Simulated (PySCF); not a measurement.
# Radial density of Te (tellurium, neutral)

UHF, [Kr] 4d10 5s1 5p4 6s1, high-spin 5P determinant (an excited configuration). Calculation: PySCF 2.14, in aug-cc-pVTZ-DK3; scalar relativity by spin-free X2C-1e.

| r (bohr) | 4πr²ρ (e/bohr) | 4πr²(ρα − ρβ) |
| --- | --- | --- |
| 0.0279 | 62.22 | 0.0178 |
| 0.0470 | 61.64 | 0.0445 |
| 0.0790 | 86.01 | 0.0608 |
| 0.133 | 67.07 | -0.0234 |
| 0.224 | 70.54 | 0.1335 |
| 0.376 | 42.31 | 0.0003 |
| 0.632 | 25.25 | 0.3227 |
| 1.06 | 15.63 | 0.0631 |
| 1.79 | 3.864 | 1.7654 |
| 3.01 | 1.437 | 0.7894 |
| 5.06 | 0.3557 | 0.2842 |
| 8.52 | 0.04504 | 0.0446 |

Densities and radii are taken from the X2C orbitals without a picture-change correction, which distorts them close to the nucleus.

The outer electron is Rydberg-like, and this basis confines it to a smaller radius and binds it less than a complete one would.

Task: Where is the radial spin density 4πr²(ρα − ρβ) most negative, and why is it negative at all?

Result: Around r = 0.133 bohr, down to -0.0234 e/bohr: exchange with the open shell polarises the paired shells in an unrestricted calculation.
